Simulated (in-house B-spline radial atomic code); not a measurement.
Removing one electron from Rb X (Rb9+)

Closed shell [Ar] 3d10. Computed with a B-spline radial code for spherical atoms: Koopmans values of Dirac-Hartree-Fock plus a diagonal self-energy, in second order or with its direct term screened (direct RPA, with the hole-particle interaction, or full time-dependent Hartree-Fock), linearised in energy; no-pair Dirac-Coulomb Hamiltonian, finite nucleus. Shifts add to the Koopmans value (the ΔSCF shift is orbital relaxation alone); the final value takes TDHF screening with Breit and QED.

Command:
```bash
python run_mb.py task.json out
```
Settings (nuclear radius in fm, box in bohr, cutoff in hartree):
```
basis_form          2
Z                   37
core_configuration  [Ar] 3d10
rms_radius          4.2036
mass_number         85
speed_of_light      137.036
box_radius          7.713
lmax                7
intervals           61
virtual_cutoff      5476.0
```

Cost of the run: 32 s on 1 thread of Arm Neoverse N1, on a shared host.

Energies in eV:

| subshell | Koopmans | ΔSCF shift | second order | direct RPA | hole-particle | TDHF | Breit + QED | final |
| --- | --- | --- | --- | --- | --- | --- | --- | --- |
| 3d5/2 | 279.12 | -3.857 | ? | ? | ? | ? | ? | ? |
| 3d3/2 | 280.79 | -3.933 | -3.330 | -1.291 | -1.798 | -1.885 | -0.075 | 278.83 |

(1) What does the self-energy do to 3d5/2?

Answers

(1) It shifts the removal energy by -3.234 eV in second order, -1.243 with direct RPA, -1.741 with the hole-particle term and -1.825 with TDHF screening (quasi-particle weight 0.983); Breit and QED add -0.008 eV. The final value is 277.28 eV, against 277.12 ± 0.12 eV (NIST, measured).
